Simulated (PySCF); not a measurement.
**How methods differ on the ionisation energy of Sn+**

Sn+ [Kr] 4d10 5s2 5p1 (2P) → Sn(2+) [Kr] 4d10 5s2 (1S), as a difference of total energies. Calculation: PySCF 2.14, in aug-cc-pVTZ-PP with one added diffuse shell each of d, f type with ECP28MDF (6s5p5d3f, 67 functions); a scalar-relativistic core potential. Correlated levels: valence: 4s2 4p6 4d10 frozen. The calculations carry no spin-orbit coupling.

| method | ionisation energy (eV) |
| --- | --- |
| UHF | 13.747 |
| MP2 (valence) | 13.954 |
| SCS-MP2 (valence) | 13.943 |
| CCSD (valence) | 14.020 |
| CCSD(T) (valence) | 14.038 |

Question: How much does correlation contribute at CCSD(T) (valence)?

Answer: 14.038 − (13.747) = 0.291 eV, measured against UHF.

Errors of the correlated levels include the incompleteness of this basis and the frozen core.

For comparison: 14.282 eV (measured; NIST levels, between the centres of gravity of the two terms).
